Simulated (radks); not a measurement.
Q: Species: Cd4+. Configuration: [Kr] 4d8. Method: Dirac Kohn-Sham, PBEsol, spin-unpolarised, spherical densities, finite nucleus; open shells fill j = l - 1/2 first; Fermi nuclear charge, rms radius 4.6087 fm; computed with a radial shooting solver on a logarithmic mesh with Libxc functionals. Some entries of the table are withheld. Estimate them.

orbital  occ.  eigenvalue (hartree)  <r> (bohr)
1s1/2       2             -975.6517     0.03041
2s1/2       2             -146.5507         (1)
2p1/2       2                   (2)         (3)
2p3/2       4                   (4)         (5)
3s1/2       2                   (6)      0.3582
3p1/2       2                   (7)      0.3495
3p3/2       4                   (8)      0.3605
3d3/2       4                   (9)      0.3326
3d5/2       6                  (10)      0.3361
4s1/2       2              -5.85018      0.8713
4p1/2       2              -4.55595      0.9243
4p3/2       4              -4.33396      0.9526
4d3/2       4              -2.31265       1.145
4d5/2       4              -2.28203       1.157

A: 
(1) 2s1/2 <r> (bohr): 0.1313
(2) 2p1/2 eigenvalue (hartree): -136.5959
(3) 2p1/2 <r> (bohr): 0.1112
(4) 2p3/2 eigenvalue (hartree): -129.5291
(5) 2p3/2 <r> (bohr): 0.1164
(6) 3s1/2 eigenvalue (hartree): -28.94676
(7) 3p1/2 eigenvalue (hartree): -24.95689
(8) 3p3/2 eigenvalue (hartree): -23.69413
(9) 3d3/2 eigenvalue (hartree): -16.62714
(10) 3d5/2 eigenvalue (hartree): -16.37034
